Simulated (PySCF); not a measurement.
Ionisation energy of O²⁺ by level of theory

O²⁺ [He] 2s2 2p2 (3P) → O³⁺ [He] 2s2 2p1 (2P), as a difference of total energies. All numbers are calculated (PySCF 2.14, the spin-free X2C one-electron Hamiltonian (Gaussian nucleus), in aug-cc-pCVTZ-DK (7s6p4d2f, 59 functions)). Correlated levels: valence: 1s2 frozen. The calculations carry no spin-orbit coupling.

**Question.** Order these methods by the ionisation energy they give, lowest first.
A. MP2 (valence)
B. CCSD (valence)
C. UHF
D. SCS-MP2 (valence)

**Answer.** C (54.578 eV), B (54.759 eV), D (54.822 eV), A (54.972 eV).

Errors of the correlated levels include the incompleteness of this basis and the frozen core.

For comparison: 54.936 eV (semi-empirical (NIST evaluation); NIST Atomic Spectra Database, ionization energies).
